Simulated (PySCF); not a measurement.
## Structure from 2D NMR

Compound of formula C$_{5}$H$_{14}$BP. Correlations simulated from computed shifts and the bond graph:

HSQC (one-bond C–H):
| δH | δC |
| --- | --- |
| 1.21 | 14.5 |
| 0.96 | 4.9 |
| 0.63 | 4.9 |
| 0.34 | 9.1 |

COSY cross peaks (H two or three bonds apart, from the bond graph; peaks can be absent where the dihedral angle is near 90°):
| δH | δH |
| --- | --- |
| 0.96 | 0.63 |
| 0.96 | 0.34 |
| 0.63 | 0.34 |

HMBC (two and three bonds, from the bond graph):
| δH | δC |
| --- | --- |
| 1.21 | 14.5, 9.1 |
| 0.96 | 9.1, 4.9 |
| 0.63 | 9.1, 4.9 |
| 0.37 | 14.5, 9.1 |
| 0.34 | 14.5, 4.9 |

[PySCF: coordinates at the PBE0-D3(BJ)/def2-SVP level; KT3/pcSseg-1 with gauge-including orbitals; gas phase; relativity neglected; one computed conformer; fast rotation and ring inversion assumed for equivalent nuclei]

References, each an isolated molecule treated in the same way: TMS for $^{1}$H, $^{13}$C.

Exchangeable hydrogens are left out of these lists.

Work out the connectivity.

Results:

SMILES [BH3-][P+](C)(C)C1CC1.

Mapped SMILES: `[BH3-:1][P+:2]([CH3:3])([CH3:4])[CH:5]1[CH2:6][CH2:7]1`. Each H is labelled by its parent atom. Ha(C6), Ha(C7) are cis to P2 on the ring; Hb(C6), Hb(C7) are trans to P2 on the ring.

1. δC 14.5 is C3/C4, a methyl carbon bonded to P (δH 1.21).
2. δC 9.1 is C5, a three-membered-ring carbon (δH 0.34).
3. δC 4.9 is C6/C7, a three-membered-ring carbon (δH 0.96, 0.63).
4. COSY links 0.96–0.63, 0.96–0.34, 0.63–0.34.

The data come from this structure; uniqueness wasn't tested.

Hydrogens on boron are broadened and split by $^{11}$B (spin 3/2, 80 %) and 10B (spin 3). Shifts are as computed, not scaled to solution data. Of 1211 compounds with measured shifts, 218 miss one by over three times the rms of a fit or turn the order of signals round; such compounds aren't used in these exercises.
